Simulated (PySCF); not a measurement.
## Polarisability and C₆ of Fe(2+) (iron, charge +2)

[Ar] 3d6, high-spin 5D determinant. Calculation: PySCF 2.14, in x2c-TZVPPall with one added diffuse shell each of s, p, d, f type (7s6p5d3f1g, 80 functions); the spin-free X2C one-electron Hamiltonian (Gaussian nucleus). Coupled (time-dependent) response in atomic units; α is the mean over directions.

```csv
method,mean α (bohr³),"α xx, yy, zz",C₆ (like pair),S(−4)
UHF,3.172,"3.373, 3.373, 2.771",8.948,5.075
PBE,4.090,"4.361, 4.361, 3.549",11.80,10.58
PBE0,3.756,"4.001, 4.001, 3.266",10.76,8.234
```

S(−4) is the Cauchy moment in α(ω) = α(0) + S(−4) ω² + …

α(iu) at PBE0:

| u (hartree) | α(iu) (bohr³) |
| --- | --- |
| 0 | 3.756 |
| 0.0500 | 3.735 |
| 0.100 | 3.677 |
| 0.200 | 3.473 |
| 0.300 | 3.210 |
| 0.500 | 2.691 |
| 0.750 | 2.184 |
| 1.00 | 1.815 |
| 1.50 | 1.325 |
| 2.00 | 1.018 |
| 3.00 | 0.6560 |
| 5.00 | 0.3323 |

A single London oscillator, α(iu) = α/(1 + u²/ω²), gives C₆ = (3/4) ω α². Matching the computed C₆ needs ω = 4 × 10.76 / (3 × 3.756²) = 1.02 hartree.

For an ion, C₆ is the dispersion term alone; charge-induced terms of lower order in 1/R come first.

The components differ because the open shell of this determinant is not spherical; for a pure term their mean is the scalar polarisability.
